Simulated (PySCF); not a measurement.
A calculated (LDA, PySCF 2.14, 6-31G*, the non-relativistic Hamiltonian (point nucleus)) atom or ion has these occupied shells.

| shell | electrons | orbital energy (eV) | rms radius, mean of both spins (bohr) |
| --- | --- | --- | --- |
| 1s α | 1 | -209.09 | 0.383 |
| 1s β | 1 | -208.36 | 0.383 |
| 2s α | 1 | -32.349 | 1.78 |

(1) Name the element and its charge.

Answers

(1) B²⁺ (boron, charge +2), in [He] 2s1, 2S determinant.
